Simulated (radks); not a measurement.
Results of a calculation; reference values are marked as such.
Task: Dipole-allowed excitations along the series with 18 electrons in [Ar]. Code: a radial shooting solver on a logarithmic mesh with Libxc functionals. Model: scalar-relativistic Kohn-Sham, LB94 model potential, spin-unpolarised, spherical densities, finite nucleus; Fermi nuclear charge, rms radius of each element as measured or else 0.836 A^(1/3) + 0.57 fm. Time-dependent linear response with the Hartree and adiabatic LDA kernel, continuum included through the Sternheimer equations, no spin-orbit coupling, so fine structure and intercombination lines are absent. Lines are the poles of the dipole polarisability below minus the highest occupied eigenvalue, found on a grid refined at the orbital gaps; the lowest seven at most are given, and weak or close lines can be missed. The first line takes the name of the lowest orbital gap if no other gap lies below it; otherwise a line is named after a gap within 0.6 % of it, if that gap stands alone.

| species | -e(HOMO) (eV) | lowest orbital gap (eV) | first line (eV) | f | strongest line (eV) | its f | static alpha (bohr^3) |
|---|---|---|---|---|---|---|---|
| Sr20+ | 933.59 | 3p-3d 108.49 | 138.33 (3p-3d) | 1.54 | 501.98 (3p-4d) | 1.72 | 0.07139 |
| Zr22+ | 1094.2 | 3p-3d 118.44 | 150.35 (3p-3d) | 1.45 | 581.18 (3p-4d) | 1.82 | 0.05645 |
| Nb23+ | 1179.3 | 3p-3d 123.56 | 156.52 (3p-3d) | 1.41 | 622.93 (3p-4d) | 1.87 | 0.05049 |
| Mo24+ | 1267.5 | 3p-3d 128.78 | 162.79 (3p-3d) | 1.37 | 666.13 (3p-4d) | 1.91 | 0.04531 |

Estimate the first line of Rb19+, its oscillator strength and the static polarisability.

Result: 132.46 eV (3p-3d), f = 1.60, alpha = 0.08079 bohr^3.
